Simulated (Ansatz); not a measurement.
C$_{2}$H$_{6}$S$_{2}$Si (`[SiH3]SCC=S`) at its PBE0-D4/def2-TZVP geometry, where that method's forces vanish. Charge 0, multiplicity 1.

```xyz
11

Si   -1.7871    0.3785   -0.1042
S    -0.4208   -0.1689    1.4515
C     0.9856   -0.8203    0.4756
C     1.6250    0.3269   -0.2109
S     1.5282    0.6207   -1.7910
H    -1.9763   -0.7610   -1.0363
H    -1.3598    1.5809   -0.8605
H    -3.0386    0.6675    0.6385
H     0.6441   -1.5782   -0.2283
H     1.6553   -1.2685    1.2138
H     2.1444    1.0224    0.4517
```

**Question.** What forces (eV/Å) does ωB97M-V/def2-TZVPP give on these atoms in Ansatz 0.2.0? (Best estimate.)

**Answer.** Computed: 
```
Si1 -0.126  0.043 -0.100
S2  -0.076 -0.003  0.076
C3  -0.061 -0.216  0.101
C4   0.171  0.216 -0.193
S5   0.017 -0.029  0.143
H6   0.032  0.133  0.106
H7  -0.053 -0.146  0.092
H8   0.148 -0.032 -0.099
H9   0.042  0.062  0.046
H10 -0.047  0.035 -0.097
H11 -0.047 -0.062 -0.075
```
